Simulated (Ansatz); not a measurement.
Frontier orbitals of FGeH₅OSSi (`O[SiH](F)[S][GeH3]`).

Cartesian coordinates in Å:
```
O -1.125 -0.427 1.174
Si -0.276 -1.455 0.229
F -1.152 -1.736 -1.077
S 1.570 -0.568 -0.224
Ge 0.864 1.542 -0.493
H -2.073 -0.555 1.238
H -0.041 -2.771 0.854
H -0.445 1.551 -1.291
H 1.992 2.214 -1.286
H 0.688 2.205 0.876
```

Charge 0, multiplicity 1. Correlated methods include outer-core shells of Ge, which these sets cover unevenly. Scalar relativity is left out up to krypton. Geometry: relaxed with PBE0-D4/def2-TZVP. It is one conformer, not always the lowest. Basis def2-TZVPP, the Gaussian-basis code of Ansatz.

Orbital energies of one run (eV). Highest occupied ones, from the top: -10.35, -11.64, -11.94, -12.63, -13.05, -13.55, -13.95, -14.76, -15.79, -16.09, -17.55, -18.78, -19.56, -23.94. Empty: 1.87, 2.53, 2.88, 3.07, 3.60, 4.02.

Task: Which functional gave them?
A. LDA (SPW92)
B. LC-ωPBE
C. PBE0
D. r2SCAN

Result: B. HOMO energies: LC-ωPBE -10.35, LDA (SPW92) -6.54, PBE0 -7.67, r2SCAN -6.74 eV.

LC-ωPBE has ω = 0.4 bohr⁻¹.
